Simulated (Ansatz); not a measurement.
`[SH][SnH]([Cl])[Cl]` + `[F][Zr]([Cl])([Cl])[Br]` → `[Cl][SnH]([Cl])[Br]` + `[F][Zr]([SH])([Cl])[Cl]`  (redistribution)

Isolated molecules relaxed with PBE0-D4/def2-TZVP in Ansatz; ΔE leaves out vibrations. CCSD(T)/CBS adds triple-zeta CCSD(T) − MP2 to the extrapolated MP2 energy (def2 sets, frozen cores). Functionals use def2-TZVPP. B3LYP here is the variant with VWN-RPA as its local correlation; programs differ in this. HSE06 is defined as in plane-wave codes. Elements past krypton have def2 core potentials. For Br, Sn, Zr outer-core shells are correlated without core-valence functions, which leaves a few kJ/mol of doubt a bond. Scalar relativity is left out up to krypton. Each species was taken in one conformer, which may not be the lowest.

```tsv
level	ΔE (kJ/mol)	difference from CCSD(T)/CBS
LDA (SPW92)	28.3	-1.3
PBE-D4	27.4	-2.2
revPBE-D4	27.6	-2.0
BLYP-D4	27.9	-1.7
r2SCAN-D4	29.0	-0.6
B97M-V	28.6	-1.0
PBE0-D4	28.5	-1.1
B3LYP-D4	28.7	-0.9
r2SCANh-D4	29.2	-0.4
r2SCAN0-D4	29.4	-0.2
HSE06-D4	28.4	-1.2
BHLYP-D4	29.7	0.1
CAM-B3LYP-D4	29.6	0.0
ωB97X-V	29.3	-0.3
ωB97M-V	29.3	-0.3
B2PLYP	30.5	0.9
PBE-QIDH	31.0	1.4
PBE	27.4	-2.2
r2SCAN	29.0	-0.6
PBE0	28.5	-1.1
B3LYP	28.7	-0.9
r2SCANh	29.2	-0.4
r2SCAN0	29.4	-0.2
BHLYP	29.9	0.3
CAM-B3LYP	29.6	0.0
LC-ωPBE	29.5	-0.1
RPA@PBE/def2-TZVPP	32.6	3.0
HF/def2-SVP	30.2	0.6
MP2/def2-SVP	29.3	-0.3
CCSD/def2-SVP	28.5	-1.1
CCSD(T)/def2-SVP	28.5	-1.1
HF/def2-TZVPP	31.5	1.9
MP2/def2-TZVPP	33.7	4.1
SCS-MP2/def2-TZVPP	33.1	3.5
CCSD(T)/def2-TZVPP	32.4	2.8
MP2/def2-QZVPP	32.0	2.4
SCS-MP2/def2-QZVPP	31.4	1.8
HF/CBS(def2)	31.2	1.6
MP2/CBS(def2)	30.9	1.3
CCSD/CBS(def2)	29.9	0.3
CCSD(T)/CBS	29.6	0
```

Largest T1 diagnostic among the species: 0.017.

Leaving LDA and LC-ωPBE aside and taking each functional with its dispersion term where it has one, the values spread over 3.6 kJ/mol, from PBE-D4 to PBE-QIDH.
